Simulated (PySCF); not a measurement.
A structure optimised at PBE0-D3(BJ)/def2-SVP, used in a PySCF frequency run:

```
N
H 1 1.0146
C 1 1.4458 2 114.96
H 3 1.1014 1 109.86 2 172.76
H 3 1.1018 4 106.79 1 120.50
H 3 1.1052 4 107.20 5 115.72
Si 1 1.7029 2 117.24 3 -159.53
H 7 1.4800 1 110.96 2 -152.19
Cl 7 2.0567 8 111.26 1 -118.87
Cl 7 2.0727 8 106.19 1 124.54
```
Charge 0, spin multiplicity 1.

Write its SMILES and formula.

CN[SiH](Cl)Cl, CH₅Cl₂NSi

What are its rotational constants (standard atomic weights)?

2.5074, 1.9281, 1.1629 GHz
